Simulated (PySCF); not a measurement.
How exact exchange moves a shielding

Molecule: `C=C[Si@@H](C)[SiH3]`, C3H10Si2.

Geometry:
| atom | x (Å) | y (Å) | z (Å) |
| --- | --- | --- | --- |
| C1 | -1.866 | -1.736 | -0.399 |
| C2 | -1.119 | -0.933 | 0.367 |
| Si3 | -0.043 | 0.450 | -0.297 |
| C4 | -0.399 | 2.079 | 0.580 |
| Si5 | 2.214 | -0.124 | 0.025 |
| H6 | -1.908 | -1.618 | -1.488 |
| H7 | -2.471 | -2.548 | 0.022 |
| H8 | -1.122 | -1.107 | 1.452 |
| H9 | -0.304 | 0.576 | -1.768 |
| H10 | -1.449 | 2.379 | 0.440 |
| H11 | 0.245 | 2.883 | 0.191 |
| H12 | -0.208 | 1.986 | 1.661 |
| H13 | 2.480 | -0.330 | 1.486 |
| H14 | 2.570 | -1.386 | -0.697 |
| H15 | 3.121 | 0.967 | -0.457 |

GIAO shieldings (ppm, equivalent atoms averaged) in PySCF on the PBE0-D3(BJ)/def2-SVP geometry, basis pcSseg-1, gas phase, non-relativistic:

```tsv
functional	exact exchange (%)	σ(Si3)	σ(Si5)
BLYP	0	357.3	431.7
BP86	0	369.6	442.0
PBE	0	370.7	444.6
B3LYP	20	371.4	442.2
PBE0	25	387.5	456.7
mPW1PW91	25	386.0	453.3
HF	100	425.6	484.2
```

Problem. Fit each shielding as a line in the percentage of exact exchange.

Solution. σ(Si3) = 366.5 + 0.60 x (rms 5.6 ppm); σ(Si5) = 439.7 + 0.45 x (rms 5.0 ppm). The functionals also differ in their semilocal parts, which the line can't hold; Hartree–Fock has no correlation at all.

Problem. What does the line predict for BHandHLYP (50 %), and what does the run give?

Solution. σ(Si3): 396.5 predicted, 391.2 computed; σ(Si5): 462.2 predicted, 457.4 computed ppm.
